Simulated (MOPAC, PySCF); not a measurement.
C$_{5}$H$_{4}$, SMILES `C(=C)=CC#C`, neutral singlet in the gas phase. 

Cartesian coordinates (Å):
```xyz
9

C      2.2753     0.7190     0.5613
C      1.4258     0.0998    -0.0224
C      0.4555    -0.6634    -0.7201
C     -0.7928    -0.2950    -0.8696
C     -2.0298     0.0549    -1.0261
H      3.0203     1.2741     1.0798
H      0.7778    -1.6088    -1.1527
H     -2.3426     0.6468    -1.8809
H     -2.7894    -0.2274    -0.3035
```
Charge 0, multiplicity 1.

All levels are single points at this geometry (PBE0-D3(BJ)/def2-TZVP); Pople sets use spherical d functions. Orbital energies aren't observables, and empty levels follow the basis.

| level | HOMO (eV) | LUMO (eV) | gap (eV) | dipole (D) | vertical IE, Delta-SCF (eV) |
|---|---|---|---|---|---|
| ωB97X-D3(BJ)/def2-TZVP in PySCF | -9.31 | 1.35 | 10.66 | 0.78 | 9.19 |
| M06-2X/6-31G* in PySCF | -7.88 | 0.54 | 8.43 | 0.65 | – |
| PBE/6-31G* in PySCF | -5.61 | -1.26 | 4.35 | 0.61 | 8.74 |
| HF/STO-3G in PySCF | -7.47 | 6.91 | 14.38 | 0.55 | – |
| PM3 in MOPAC | -9.57 | 0.35 | 9.92 | 0.36 | – |
| PM6 in MOPAC | -9.78 | 0.29 | 10.07 | 0.90 | – |
